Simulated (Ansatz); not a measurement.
Saddle point of Si2H3ClF2, closed shell (Si₂H₃ClF₂ ([F][Si]([F])([SiH3])[Cl]) → SiH₃Cl ([SiH3][Cl]) + SiF₂; bonds formed: Si1–Cl3; bonds broken: Si1–Si2, Si2–Cl3), PBE0-D4/def2-TZVP structure:

```tsv
atom	x (Å)	y (Å)	z (Å)
Si1	-0.7006	-0.6512	0.7246
Si2	0.3668	0.8884	-0.9871
Cl3	1.6032	-0.4351	0.4780
F4	1.0117	0.4536	-2.3789
F5	1.0165	2.3160	-0.7006
H6	-1.4395	0.4612	1.3667
H7	-1.4454	-1.4023	-0.3130
H8	-0.4126	-1.6306	1.8102
```

Energies are electronic, without zero-point energy. Barriers and step energies count from the start structure reached by relaxing down the imaginary mode; all methods use the PBE0-D4 structures, on which another method's saddle can fall below an end. Program: Ansatz 0.2.0. Basis: def2-TZVPP, with def2-QZVPP for the basis limit. Cores are frozen in the correlated methods. B3LYP uses VWN-RPA correlation. Extrapolation: Hartree–Fock as exp(−7.88 √X), correlation as X^−2.97.

```json
{"method": "SPW92", "barrier (kcal/mol)": "41.50", "step energy (kcal/mol)": "35.24"}
{"method": "PBE-D4", "barrier (kcal/mol)": "42.06", "step energy (kcal/mol)": "32.05"}
{"method": "BLYP-D4", "barrier (kcal/mol)": "43.02", "step energy (kcal/mol)": "27.03"}
{"method": "r2SCAN-D4", "barrier (kcal/mol)": "?", "step energy (kcal/mol)": "36.64"}
{"method": "B97M-V", "barrier (kcal/mol)": "48.34", "step energy (kcal/mol)": "34.20"}
{"method": "PBE0-D4", "barrier (kcal/mol)": "?", "step energy (kcal/mol)": "35.21"}
{"method": "B3LYP-D4", "barrier (kcal/mol)": "46.98", "step energy (kcal/mol)": "30.16"}
{"method": "r2SCAN0-D4", "barrier (kcal/mol)": "49.67", "step energy (kcal/mol)": "37.58"}
{"method": "BHLYP-D4", "barrier (kcal/mol)": "52.19", "step energy (kcal/mol)": "33.29"}
{"method": "CAM-B3LYP-D4", "barrier (kcal/mol)": "50.02", "step energy (kcal/mol)": "31.55"}
{"method": "wB97X-V", "barrier (kcal/mol)": "50.44", "step energy (kcal/mol)": "34.10"}
{"method": "wB97M-V", "barrier (kcal/mol)": "45.95", "step energy (kcal/mol)": "28.58"}
{"method": "B2PLYP", "barrier (kcal/mol)": "48.92", "step energy (kcal/mol)": "31.18"}
{"method": "PBE-QIDH", "barrier (kcal/mol)": "50.53", "step energy (kcal/mol)": "36.69"}
{"method": "RPA on PBE", "barrier (kcal/mol)": "47.38", "step energy (kcal/mol)": "29.02"}
{"method": "HF", "barrier (kcal/mol)": "60.33", "step energy (kcal/mol)": "33.64"}
{"method": "MP2", "barrier (kcal/mol)": "?", "step energy (kcal/mol)": "33.31"}
{"method": "CCSD", "barrier (kcal/mol)": "51.91", "step energy (kcal/mol)": "32.29"}
{"method": "CCSD(T)", "barrier (kcal/mol)": "49.88", "step energy (kcal/mol)": "32.15"}
```

(1) Fill in the withheld barriers. (Judge from chemistry; the value comes from the calculation.)

No T1 diagnostic of these runs exceeds 0.014. The start structure is not quite a true minimum (one mode of 90i cm⁻¹).

Answers

(1) By the calculation: MP2 49.94; r2SCAN-D4 47.25; PBE0-D4 46.90 kcal/mol. Each is the energy of the saddle less that of the start structure, by the same method.

For comparison, the barrier by CCSD(T) at an estimated basis limit (MP2 extrapolated from triple and quadruple zeta, plus CCSD(T) − MP2 in triple zeta) is 49.35 kcal/mol.

Losses and insertions of silylenes and their heavier kin drive the gas-phase chemistry of silicon and germanium vapour deposition.

Labels in which every atom is bracketed show which atoms are joined, not bond orders.

For scale, one of the runs: CCSD(T)/def2-TZVPP, 230 basis functions (an equivalent command: `ansatz run in.yaml --threads 4`). Time: 2 min of wall clock on 4 CPU threads; the host was shared. Peak host memory: 3.7 GiB.
